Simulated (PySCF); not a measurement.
A geometry optimisation on GeBr2Cl2 (`[Cl][Ge]([Cl])([Br])[Br]`).

Method: PBE0-D3(BJ)/def2-SVP geometry optimisation, gas phase (PySCF 2.14.0). Start geometry: GFN2-xTB. A driver script takes a list of jobs; this job's settings line and coordinates (Å) are shown.

Input:
```
{"job": {"xc": "PBE0", "basis": "def2-SVP", "d3": "d3bj", "grid": 1, "maxiter": 30, "shake": 0.03, "kind": "geom"}, "charge": 0, "multiplicity": 1}
Ge     0.007520    -0.077600    -0.025360
Br    -0.026650    -0.030550     2.282250
Br     2.088190     0.005310    -0.817530
Cl    -0.946220     1.761090    -0.724970
Cl    -1.047980    -1.768730    -0.776510
```

Output:
```
step   0  E = -8143.56725205  max force = 0.018501
step   1  E = -8143.56950944  max force = 0.007199
step   2  E = -8143.56969916  max force = 0.000817
step   3  E = -8143.56970367  max force = 0.000407
step   4  E = -8143.56970084  max force = 0.000585
step   5  E = -8143.56970138  max force = 0.000423
step   6  E = -8143.56970408  max force = 0.000375
optimisation converged
```

Energies in Eh; «max force» is the largest Cartesian gradient component in Eh/bohr.

**Question.** How much energy does the optimisation release, in eV?

**Answer.** E(step 0) − E(last step) = 0.002452 Eh, which is 0.067 eV.

**Question.** Give the first gradient maximum in eV/Å.

**Answer.** With 1 Eh/bohr = 51.422 eV/Å, 0.951 eV/Å.

Summary of the converged run: final energy -8143.56970 Eh after 6 steps; dipole 0.42 D.

**Question.** Where do the atoms end?

**Answer.** 0.053 Å rms from the input after alignment:
```
atom  x, y, z in Å
Ge1   -0.0052   -0.0198   -0.0201
Br2   -0.0723   -0.0647    2.2550
Br3    2.1488   -0.0318   -0.7472
Cl4   -0.9815    1.7322   -0.7449
Cl5   -1.0150   -1.7264   -0.8050
```

**Question.** Estimate the wall time. Hardware: one thread of an Arm Neoverse N1, shared host. And the peak memory of the process?

**Answer.** About 2.2 min, with 0.63 GiB resident at the peak, the Python interpreter and its libraries included.
Labels such as C1 count atoms from 1, the log's own numbers from 0.
